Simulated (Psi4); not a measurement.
C5H14Si (SMILES CC(C)[SiH](C)C), singlet, at a GFN2-xTB geometry, atoms displaced at random by about 0.08 Å a coordinate; R2SCAN/STO-3G, gradient (Psi4 1.11).

The Psi4 input:
```
memory 2 GB

molecule {
0 1
  Si    0.81741264    0.12372124   -0.45665955
  C     1.35202049    1.82082288    0.33712800
  C     2.00521265   -1.17894913   -0.07799437
  C    -1.03423715   -0.30344017    0.17616506
  C    -2.10815591    0.72343302    0.08813740
  C    -1.30572093   -1.62065702   -0.23131168
  H     0.56674567    0.43650241   -1.87475983
  H     1.35403794    1.61116428    1.50148198
  H     0.69532279    2.80963069    0.18203582
  H     2.35557455    2.10649503    0.17077100
  H     2.97971654   -0.84597174   -0.45740850
  H     1.59002238   -2.10933381   -0.54348296
  H     2.15433616   -1.40856370    1.00443155
  H    -1.02931944   -0.46388227    1.31313488
  H    -2.89628333    0.39722110    0.66298948
  H    -2.16384720    0.94407857   -0.98024197
  H    -1.67717441    1.78451346    0.59415511
  H    -1.60217149   -1.58548901   -1.22516177
  H    -0.89284520   -2.47608120    0.10329791
  H    -2.56855957   -1.89505097    0.15998793
symmetry c1
no_reorient
no_com
}

set basis sto-3g

gradient('r2scan')
print_variables()
```

Output, abridged:

```
gradient() will perform analytic gradient computation.

   => Loading Basis Set <=

    Name: STO-3G
    Role: ORBITAL
    Keyword: BASIS

         ---------------------------------------------------------
                                   SCF
               by Justin Turney, Rob Parrish, Andy Simmonett
                          and Daniel G. A. Smith
                              RKS Reference
         ---------------------------------------------------------

  ==> Geometry <==

    Molecular point group: c1
    Full point group: C1

    Geometry (in Angstrom), charge = 0, multiplicity = 1:

       Center              X                  Y                   Z               Mass
    ------------   -----------------  -----------------  -----------------  -----------------
         SI           0.817412640000     0.123721240000    -0.456659550000    27.976926534650
         C            1.352020490000     1.820822880000     0.337128000000    12.000000000000
         C            2.005212650000    -1.178949130000    -0.077994370000    12.000000000000
         C           -1.034237150000    -0.303440170000     0.176165060000    12.000000000000
         C           -2.108155910000     0.723433020000     0.088137400000    12.000000000000
         C           -1.305720930000    -1.620657020000    -0.231311680000    12.000000000000
         H            0.566745670000     0.436502410000    -1.874759830000     1.007825032230
         H            1.354037940000     1.611164280000     1.501481980000     1.007825032230
         H            0.695322790000     2.809630690000     0.182035820000     1.007825032230
         H            2.355574550000     2.106495030000     0.170771000000     1.007825032230
         H            2.979716540000    -0.845971740000    -0.457408500000     1.007825032230
         H            1.590022380000    -2.109333810000    -0.543482960000     1.007825032230
         H            2.154336160000    -1.408563700000     1.004431550000     1.007825032230
         H           -1.029319440000    -0.463882270000     1.313134880000     1.007825032230
         H           -2.896283330000     0.397221100000     0.662989480000     1.007825032230
         H           -2.163847200000     0.944078570000    -0.980241970000     1.007825032230
         H           -1.677174410000     1.784513460000     0.594155110000     1.007825032230
         H           -1.602171490000    -1.585489010000    -1.225161770000     1.007825032230
[...]
  @DF-RKS Final Energy:  -482.51563720549126
    Total Energy =                       -482.5156372054912595
[...]

    1.0000   XC_MGGA_C_R2SCAN

   => LibXC Density Thresholds  <==

    XC_MGGA_C_R2SCAN:  1.00E-15
    XC_MGGA_X_R2SCAN:  1.00E-11

   => Molecular Quadrature <=

    Radial Scheme          =       TREUTLER
    Pruning Scheme         =           NONE
    Nuclear Scheme         =       TREUTLER

    Blocking Scheme        =         OCTREE
    BS radius alpha        =              1
    Pruning alpha          =              1
    Radial Points          =             75
    Spherical Points       =            302
    Total Points           =         420489
    Total Blocks           =           3116
    Max Points             =            256
    Max Functions          =             45
    Weights Tolerance      =       1.00E-15

  -Total Gradient:
     Atom            X                  Y                   Z
    ------   -----------------  -----------------  -----------------
       1        0.071430960090    -0.082029378987    -0.007654566616
       2        0.059033531680    -0.005193480696    -0.061453593010
       3       -0.008839098868     0.033709125462    -0.013686442195
       4       -0.112533883719    -0.043442554690    -0.128117285541
       5       -0.093820649979    -0.112849305761     0.024780376260
       6        0.217838763580     0.033147920051     0.016632821038
       7       -0.011587022630     0.012723801949    -0.005995637403
       8        0.005590846167    -0.013506950752     0.047970320015
       9       -0.027125590572     0.058042702688    -0.002227978454
      10       -0.035486924927    -0.006578250502     0.016918176877
      11       -0.000871469145     0.015415118093     0.006717156033
      12       -0.023288863947    -0.010685480198    -0.002097901545
      13        0.007709557093    -0.008497566955     0.013989093501
      14       -0.024881751864    -0.014292610811     0.018958831215
      15        0.066409839269     0.015035842060    -0.018354061969
      16        0.035057214347    -0.005799825244     0.004415271340
      17        0.029724690366     0.069003228599     0.029977549798
      18       -0.008476091813     0.020613086279     0.066768920623
      19       -0.061834678659     0.063794526171    -0.023746874828
      20       -0.084372939701    -0.018419692084     0.016319486560

  Variable Map:
  ----------------------------------------------------------------------------
[...]
  Array Variable Map:
  ----------------------------------------------------------------------------
[...]
[...]
```
